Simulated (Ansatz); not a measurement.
**Reading a saddle point**

A first-order saddle point of SiNH₅O₂, singlet, PBE0-D4/def2-TZVP, with one imaginary mode of 974i cm⁻¹:

```
9
angstrom
Si 0.1640 -0.1055 0.0383
H -1.4248 -0.0070 -0.7264
N 0.4878 1.2799 -0.6972
H -0.9135 0.6781 -1.0360
O 0.6442 -1.5825 -0.4248
O -0.2861 -0.2765 1.5951
H 1.3149 1.7612 -1.0021
H 0.5039 -2.2931 0.2058
H -0.4905 0.5454 2.0472
```

Computed with Ansatz 0.2.0 (basis: def2-TZVPP and def2-QZVPP); correlated methods freeze the cores. Extrapolation: Hartree–Fock as exp(−7.88 √X), correlation as X^−2.97.

(1) Which contacts change along the imaginary mode, and what lies on either side? (A judgement: the text doesn't fix the answer.)

(2) Which side is lower, and how far does the saddle lie above each? (Judge from chemistry; the value comes from the calculation.)

No T1 diagnostic of these runs exceeds 0.015.

Answers

(1) The calculation gives: The step is SiNH₅O₂ ([NH2][SiH]([OH])[OH]) → SiNH₃O₂ ([NH][Si]([OH])[OH]) + H₂, with the molecules in contact on both sides. Shortening one way: H2–H4; lengthening the same way: Si1–H2, N3–H4.
| pair | one side (Å) | saddle (Å) | other side (Å) |
| --- | --- | --- | --- |
| H2–H4 | 2.68 | 0.91 | 0.75 |
| Si1–H2 | 1.48 | 1.77 | 2.99 |
| N3–H4 | 1.01 | 1.56 | 3.06 |

(2) By the calculation: The side with Si1–H2, N3–H4 short is lower by 2.464 eV; the saddle lies 3.176 eV above it and 0.712 eV above the other (CCSD(T) at an estimated basis limit (MP2 extrapolated from triple and quadruple zeta, plus CCSD(T) − MP2 in triple zeta); electronic energies).

Labels in which every atom is bracketed show which atoms are joined, not bond orders.

For scale, one of the runs: CCSD(T)/def2-TZVPP, 205 basis functions, launched by `ansatz run in.yaml --threads 4 --pin off --events-out ev --progress --plain --max-ram 9574MiB`. The run took 67 s on 4 CPU threads of an Intel Xeon (shared host), with 2.7 GiB of host memory at its peak.
